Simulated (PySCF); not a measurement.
**Working out the ionisation energy of Ti⁺**

Ti⁺ [Ar] 3d2 4s1 (4F) → Ti²⁺ [Ar] 3d2 (3F). Computed with PySCF 2.14 in x2c-TZVPPall (6s5p4d2f1g, 64 functions), with the spin-free X2C one-electron Hamiltonian (Gaussian nucleus). Frozen: [Ne]. Energies in hartree (1 hartree = 27.21139 eV):

```
             part  Ti⁺ (lower)  Ti²⁺ (upper)
              UHF  -852.534891   -852.059305
MP2 opposite-spin    -0.175041     -0.165020
    MP2 same-spin    -0.076326     -0.064102
```

Task: What does Hartree-Fock give?

Result: (-852.059305) − (-852.534891) = 0.475586 hartree = 12.941 eV.

Task: What do MP2 and SCS-MP2 (6/5 opposite-spin, 1/3 same-spin) give?

Result: The opposite-spin parts differ by 0.273 eV and the same-spin parts by 0.333 eV. MP2: 12.941 + (0.273) + (0.333) = 13.547 eV. SCS-MP2: 12.941 + 1.2 × (0.273) + (0.333)/3 = 13.380 eV.

A first-order spin-orbit estimate adds -0.002 eV to MP2 (valence and next inner shell), giving 13.545 eV against 13.575 eV (measured; NIST Atomic Spectra Database, ionization energies).

What remains against the reference includes basis incompleteness, the frozen core and correlation beyond second order.
